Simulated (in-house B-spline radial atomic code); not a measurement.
# Au⁺: [Xe] 4f14 5d10

All numbers are computed (Dirac-Kohn-Sham HSE06, spherical fractional occupations, exact exchange averaged over the configuration; Fermi nucleus of rms radius 5.4371 fm) with a B-spline radial code for spherical atoms, not measured.

Effective charges: Z_r = [3n² - l(l+1)]/(2<r>) from the radius, Z_e = n√(-2ε) from the energy, and Slater's rules. Values are occupation-weighted means over j. An effective charge above Z reflects the relativistic contraction of the inner shells.

```csv
shell,electrons,ε (eV),<r> (bohr),Z_r,Z_e,Slater
1s,2,-80780,0.01687,88.92,77.05,78.70
2s,2,-14287,0.07046,85.16,64.81,74.85
2p,6,-12472,0.0637,78.50,60.55,74.85
3s,2,-3395.3,0.1832,73.69,47.39,67.75
3p,6,-2858.2,0.184,67.94,43.48,67.75
3d,10,-2229.4,0.1677,62.60,38.40,57.85
4s,2,-752.66,0.4069,58.98,29.75,51.25
4p,6,-573.64,0.4318,53.26,25.97,51.25
4d,10,-343.61,0.4583,45.82,20.10,39.85
5s,2,-121.16,0.9329,40.20,14.92,21.35
4f,14,-94.601,0.4984,36.11,10.55,28.45
5p,6,-72.817,1.074,33.98,11.57,21.35
5d,10,-16.54,1.569,21.98,5.51,7.85
```

The least bound orbital is 5d5/2 at -15.9 eV, and it is also the most diffuse (<r> = 1.597 bohr).

Spin-orbit splittings of the orbital energies (j = l + 1/2 above j = l - 1/2 when positive): 2p 1836 eV, 3p 406.6 eV, 3d 87.18 eV, 4p 97.77 eV, 4d 18.28 eV, 4f 3.861 eV, 5p 16.57 eV, 5d 1.605 eV.

For the 1s electron the small component carries 9 % of the norm, the zero-frequency Breit interaction raises the level by 302.9 eV, self-energy by 193.8 eV, and vacuum polarisation lowers it by 39.52 eV.
